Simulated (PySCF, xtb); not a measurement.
C4H9O, SMILES CCC(C)=[OH+], charge +1. Other conformers were not sampled.

Harmonic wavenumbers (cm⁻¹) from GFN2-xTB in xtb at its own minimum, in rising order: 68, 116, 189, 207, 381, 469, 540, 743, 843, 856, 942, 980, 999, 1023, 1069, 1090, 1181, 1241, 1322, 1338, 1365, 1398, 1412, 1453, 1466, 1471, 1515, 2944, 2985, 3022, 3027, 3051, 3057, 3066, 3071, 3292.

Question: What does PBE-D3(BJ)/def2-SVP (PySCF) give at its own minimum? (Estimate from the structure and the level; the computed values follow.)

Answer: 55, 115, 199, 225, 397, 487, 554, 756, 791, 811, 921, 951, 955, 1022, 1059, 1124, 1191, 1232, 1281, 1326, 1338, 1376, 1405, 1409, 1418, 1460, 1557, 2948, 2984, 2998, 3049, 3053, 3104, 3106, 3126, 3538. Paired by order, the mean absolute difference is 29 cm⁻¹ and the zero-point energies are 76.0 and 76.2 kcal/mol.
